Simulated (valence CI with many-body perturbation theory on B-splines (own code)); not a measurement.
**Nb¹⁰⁺: key properties**

Level of theory: valence CI with perturbative core correlation (CI+MBPT): three valence electrons over a frozen Dirac-Fock core [Ar] 3d10, a basis of 9 s, 9 p, 8 d, 6 f, 3 g, 1 h functions for each j, with the one-electron correlation potential Σ1 (screened to all orders), the two-electron term Σ2, the three-electron term Σ3, Breit, model QED; selected single and double excitations, second order for the rest, scaled by the run's own slope (own B-spline code, finite nucleus).

No measured spectrum was set against this ion. As an estimate, levels hold to about 250 cm⁻¹ or 0.2 % of their energy and the worst to 1 %, as in measured heavy ions of charge 2 to 7; those with d or f electrons hold less well.

Names give the largest LS component (configuration and term), which can be under half, so a name can repeat, a term be missing and a line seem to break the LS rules; names also repeat where a configuration has a term twice.

Rates and lifetimes use the calculated energies. Strong lines usually hold to 10 to 20 %, long lifetimes can be off by a factor of two.

Task: What is the ground level?

Result: 4s2.4p 2P°_1/2, composition 98 % 4s2.4p 2P°, g = 0.665.

Task: How well does LS coupling describe the low levels?

Result: Among the lowest 20 levels the leading LS term, summed over configurations, holds 87 % on average. For single configurations the figures are 83 % in LS and 75 % in jj coupling. Terms mix most in the J = 3/2 level at 456150 cm⁻¹, where the leading one holds 45 %.

Task: Among levels below 629450 cm⁻¹, which E1 lines absorb most strongly from the ground level?

Result: to 4s2.4d 2D_3/2 at 25.63 nm, f = 1.09; to 4s.4p2 2S_1/2 at 36.32 nm, f = 0.473; to 4s.4p2 2D_3/2 at 41.51 nm, f = 0.228.

Task: What are the static dipole polarisabilities of the lowest levels?

Result: 4s2.4p 2P°_1/2 1.10; 4s2.4p 2P°_3/2 1.13 (tensor 0.088) bohr³, of which the core gives 0.0691.

Task: What is the ionisation energy?

Result: 200.83 eV; NIST lists 200.28 ± 0.06 eV (semi-empirical).
